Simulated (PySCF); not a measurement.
C5H6FO (doublet state).
Geometry (GFN2-xTB, Å), atoms numbered from 1 in this order:
```xyz
13
C5H6FO angstrom
C      2.4458   -0.5960    0.0049
C      1.2565   -0.4193    0.4701
C      0.0536    0.0675   -0.3231
F      0.4018    0.3076   -1.6291
C     -1.2342   -0.7546   -0.1639
O     -1.8406    0.2997    0.5844
C     -0.7626    1.1982    0.3207
H      2.9735   -0.5010   -0.9143
H      1.0030   -0.6086    1.5065
H     -1.7441   -0.9328   -1.1151
H     -1.1598   -1.6837    0.4040
H     -0.3560    1.6447    1.2299
H     -1.0414    1.9789   -0.3928
```

The hyperfine couplings belong to this conformer and change with its torsions.

As a line formula: `[H]/[C]=C\C1(F)COC1` [radical].

Level of theory: UKS B3LYP, pcH-1 on C F H O, non-relativistic, mean-field spin-orbit, GIAO (PySCF 2.14.0). One conformer (not necessarily the lowest) at the GFN2-xTB geometry, without solvent, vibrations or thermal averaging. The geometry wasn't refined by DFT: couplings that depend on bond lengths, twists or pyramidal angles can differ widely from those at the functional's own minimum. The SCF solution wasn't tested for stability.

(1) The isotropic 13C couplings, averaged over equivalent nuclei, are +316.0, +75.0, -14.1, -6.9 MHz. Assign them to C1; C2; C3; C5/C7.

Answers

(1) 
```
 site  a_iso (MHz)  ρ(0) (bohr⁻³)                 position  distance from C1 (Å)  spin population  largest |T| (MHz)
   C1       +316.0        +0.2811  largest spin population                  0.00            +1.05              143.3
   C2        -14.1        -0.0125           1 bond from C1                  1.29            -0.17               18.9
   C3        +75.0        +0.0667          2 bonds from C1                  2.50            +0.08               18.2
C5/C7         -6.9        -0.0061          3 bonds from C1                  3.69             0.00                0.7
```

ρ(0) is the spin density at the nucleus and T the dipolar tensor; entries for several nuclei are means. The Mulliken spin populations are largest on C1 (+1.05), C2 (-0.17) and C3 (+0.08). No atom but C1 exceeds +0.15.
